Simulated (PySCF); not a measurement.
# UHF on Ga (gallium, neutral)

Configuration: [Ar] 3d10 4s2 4p1, 2P determinant. Calculation: PySCF 2.14, in aug-cc-pVDZ-PP with ECP10MDF (5s4p3d, 32 functions); scalar relativity through the core potential.

```json
{
 "Total energy": "-258.291230 hartree",
 "One-electron energy": "-463.1840 hartree",
 "Hartree (Coulomb) energy": "226.6387 hartree",
 "Exchange energy": "-21.7459 hartree",
 "⟨S²⟩": "0.7620",
 "⟨L²⟩": "2.036",
 "Sum of ⟨r⟩": "21.65 bohr",
 "Sum of ⟨r²⟩": "40.10 bohr²",
 "Traceless quadrupole moment −½Σ⟨3z² − r²⟩ along its main axis": "-5.71 e·bohr²",
 "Time after the integrals": "0.13 s of wall time on 1 thread of Neoverse-V1 (shared host)"
}
```

```tsv
shell	electrons	mean orbital energy (hartree)	spread (hartree)	rms radius, mean of both spins (bohr)
3s α	1	-6.59510	0	0.701
3s β	1	-6.59343	0	0.701
3p α	3	-4.57647	0.00179	0.739
3p β	3	-4.57420	0.01073	0.739
3d α	5	-1.16820	0.00738	0.894
3d β	5	-1.16649	0.01167	0.894
4s α	1	-0.46591	0	2.65
4s β	1	-0.40541	0	2.65
4p α	1	-0.21317	0	3.72
```

Energies and moments cover only the electrons outside the core potential.
